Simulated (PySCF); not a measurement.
Gas-phase reaction: SnH3Cl + 3 SnCl2 = SnCl4 + 3 SnHCl

Energies from PySCF, thermal terms from the rigid-rotor harmonic-oscillator model, ideal gas at 1 bar. † marks an energy on the PBE0/def2-TZVP geometry and frequencies. MP2 freezes the core. All species are closed-shell singlets. B3LYP is the form with VWN-RPA correlation. Sn: scalar-relativistic def2 core potential, no spin-orbit coupling. SnH3Cl, SnHCl: computed as isolated molecules; such fragments, hydroxides, amides, oligomers or adducts are transient or little studied in the gas. MP2 isn't extrapolated to the basis-set limit.

B3LYP/def2-TZVP† gives ΔH°(298 K) = 228 kJ.

Task: What do PBE0/def2-SVP†, MP2/def2-TZVPP†, M06-2X/def2-TZVP† give?

Result: PBE0/def2-SVP†: 221 kJ; MP2/def2-TZVPP†: 220 kJ; M06-2X/def2-TZVP†: 202 kJ. For scale, ΔH°(298 K) is 228 kJ at this level, 209 kJ at ωB97M-V/def2-TZVP†, and runs from 183 to 236 kJ over the 18 levels computed.
